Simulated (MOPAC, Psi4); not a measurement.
Internal rotation in SMILES c1cc(-c2ccncc2)ccn1 (C10H8N2), singlet. Scanned: dihedral C2–C3–C4–C5; all other coordinates were relaxed at GFN2-xTB. Points at φ and −φ are mirror images. Heavy atoms are numbered in the order of the SMILES c1cc(-c2ccncc2)ccn1, hydrogens after them in the order of the atoms that carry them; the mirror image has the same energies with the sign of each dihedral reversed.

- PBE/def2-SVP // GFN2-xTB (Psi4)
- PM6, restricted, heats of formation // GFN2-xTB (MOPAC)
- PBE-D3(BJ)/def2-SVP // GFN2-xTB (Psi4)

Energies relative to the lowest point of each profile, in mEh:

```json
[
 {"φ / °": "-150", "PBE/def2-SVP": "0.0", "PM6": "1.2"},
 {"φ / °": "-120", "PBE/def2-SVP": "1.9", "PM6": "0.0"},
 {"φ / °": "-90", "PBE/def2-SVP": "4.2", "PM6": "0.1"},
 {"φ / °": "-60", "PBE/def2-SVP": "1.9", "PM6": "0.0"},
 {"φ / °": "-30", "PBE/def2-SVP": "0.0", "PM6": "1.2"},
 {"φ / °": "0", "PBE/def2-SVP": "1.1", "PM6": "3.4"},
 {"φ / °": "30", "PBE/def2-SVP": "0.0", "PM6": "1.2"},
 {"φ / °": "60", "PBE/def2-SVP": "1.9", "PM6": "0.0"},
 {"φ / °": "90", "PBE/def2-SVP": "4.2", "PM6": "0.1"},
 {"φ / °": "120", "PBE/def2-SVP": "1.9", "PM6": "0.0"},
 {"φ / °": "150", "PBE/def2-SVP": "0.0", "PM6": "1.2"},
 {"φ / °": "180", "PBE/def2-SVP": "1.1", "PM6": "3.4"}
]
```

Problem. What does PBE-D3(BJ)/def2-SVP give at the same points?

Solution. -150: 0.0; -120: 1.9; -90: 4.5; -60: 2.0; -30: 0.0; 0: 1.1; 30: 0.0; 60: 2.0; 90: 4.5; 120: 1.9; 150: 0.0; 180: 1.1 (mEh).
